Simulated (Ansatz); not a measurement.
C2H6Si2, SMILES `C1=C[SiH2][SiH2]1` (charge 0, multiplicity 1).

These are Ansatz (a quantum-chemistry and plane-wave program) with r2SCAN0/cc-pVTZ // B3LYP-D3(BJ)/def2-TZVP values and carry that method's errors.

Ansatz 0.2 input:
```yaml
crystal:
  periodic: [false, false, false]
  atoms:
    - { symbol: C, position_ang: [-0.786661, 1.004165, 0.128254] }
    - { symbol: C, position_ang: [0.501147, 1.053781, 0.531064] }
    - { symbol: Si, position_ang: [1.211975, -0.645969, 0.128527] }
    - { symbol: Si, position_ang: [-1.020805, -0.731953, -0.569982] }
    - { symbol: H, position_ang: [-1.473032, 1.842078, 0.226282] }
    - { symbol: H, position_ang: [0.948958, 1.935367, 0.983927] }
    - { symbol: H, position_ang: [1.663178, -1.436441, 1.301592] }
    - { symbol: H, position_ang: [2.31192, -0.651122, -0.868773] }
    - { symbol: H, position_ang: [-2.002707, -1.577631, 0.154732] }
    - { symbol: H, position_ang: [-1.353972, -0.792274, -2.015622] }
basis:
  gaussian: { orbitals: cc-pVTZ }
hamiltonian:
  xc: r2scan0
```

Output:

```
Functional definition: r2SCAN0
1274 factors; their error is unknown
mean field evaluation 1: about -17918.8375 eV, gradient 4.5e1 eV
mean field evaluation 2: about -17915.1255 eV, gradient 5.6e1 eV
mean field evaluation 4: about -17923.8070 eV, gradient 9.0e-1 eV
mean field evaluation 8: about -17923.8706 eV, gradient 2.2e-1 eV
mean field evaluation 16: about -17923.8707 eV, gradient 2.0e-5 eV
mean field -17923.87066402 eV, -658.6900976670 hartree, gradient 1.2e-5 eV, S^2 0.000000; 0 other end points of the search recorded, 0 dependent functions left out
reference -17923.87067452 eV, -658.6900980526 hartree; 23, 23 occupied and 189, 189 virtual orbitals, 1274 factors
Total energy: -17923.87067452 eV, -658.6900980526 hartree
```
